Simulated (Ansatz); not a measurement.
The cluster Hg₃S₂⁺. Charge 1, multiplicity 2. Geometry PBE-D4/def2-SVP; atoms count from 1.

```xyz
5

Hg    2.140    2.059    0.757
Hg   -0.882    2.328    0.190
Hg   -2.010   -3.132   -0.704
S    -0.573   -0.540   -0.274
S     1.324   -0.714    0.030
```

In the def2 sets Hg takes a core potential; there is no spin–orbit coupling. The structure comes from a short search, and lower isomers may exist.

Question: Estimate the Mulliken populations from the PBE0/def2-TZVP orbitals of Ansatz.

Answer: 
| atom | charge (e) | spin (α − β) | d electrons |
| --- | --- | --- | --- |
| Hg1 | 0.28 | -0.03 | 9.99 |
| Hg2 | 0.31 | -0.05 | 9.99 |
| Hg3 | 0.23 | -0.01 | 9.99 |
| S4 | 0.07 | 0.49 | – |
| S5 | 0.11 | 0.60 | – |
Mulliken values depend strongly on the basis.

Question: Where does the spin sit?

Answer: Summed by element: Hg -0.09, S 1.09, of 1 unpaired in all. Largest on single atoms: S5 0.60, S4 0.49, Hg2 -0.05.

Question: And the Mayer bond orders between heavy atoms (over 0.3)?

Answer: Hg1–Hg2 0.32 (3.09 Å); Hg2–S4 0.32 (2.92 Å); S4–S5 1.87 (1.93 Å).
